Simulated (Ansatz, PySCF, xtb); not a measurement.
Reaction (SMILES): O=[Si](F)F + 2 [SiH4] (SiH4) -> 2 F[SiH3] [fluorosilane] + O=[SiH2]
Geometries: B3LYP-D3(BJ)/def2-TZVP minima from Ansatz (a first-principles code). Frequencies are from Ansatz or PySCF.

Wanted: bond separation energy (enthalpy at 298 K, with B3LYP-D3(BJ) rigid-rotor harmonic-oscillator terms), in kcal/mol. Valence correlation only, unless marked. No spin-orbit coupling. No relativistic terms. CBS(X,Y): correlation extrapolated as X^-3; Hartree-Fock from the larger set.

| level | program | bond separation energy (kcal/mol) | minus last row |
|---|---|---|---|
| GFN1-xTB | xtb | -43.1 | -48.5 |
| HF/6-31G* | Ansatz | 5.2 | -0.2 |
| HF/aug-cc-pV(T+d)Z | Ansatz | 3.5 | -1.9 |
| HF/cc-pwCVTZ | Ansatz | 4.5 | -0.9 |
| PBE/def2-TZVPD | Ansatz | 6.8 | 1.4 |
| BLYP-D3(BJ)/def2-TZVPD | Ansatz + dftd3 | 4.7 | -0.7 |
| PBE0-D3(BJ)/def2-TZVPD | Ansatz + dftd3 | 6.6 | 1.2 |
| LC-wPBE-D4/def2-TZVPD | Ansatz + dftd4 | 6.6 | 1.2 |
| wB97M-V/def2-TZVPD | Ansatz | 5.9 | 0.5 |
| PBE-QIDH/def2-TZVPD | Ansatz | 6.1 | 0.7 |
| MP2/cc-pwCVTZ | Ansatz | 6.5 | 1.1 |
| RI-MP2/cc-pV(T+d)Z | Ansatz | 6.3 | 0.9 |
| CCSD(T)/6-31G | Ansatz | 2.2 | -3.2 |
| CCSD(T)/6-31G* | Ansatz | 7.4 | 2.0 |
| CCSD(T)/CBS(cc-pV(T+d)Z,cc-pV(Q+d)Z) | Ansatz | 5.4 | 0.0 |
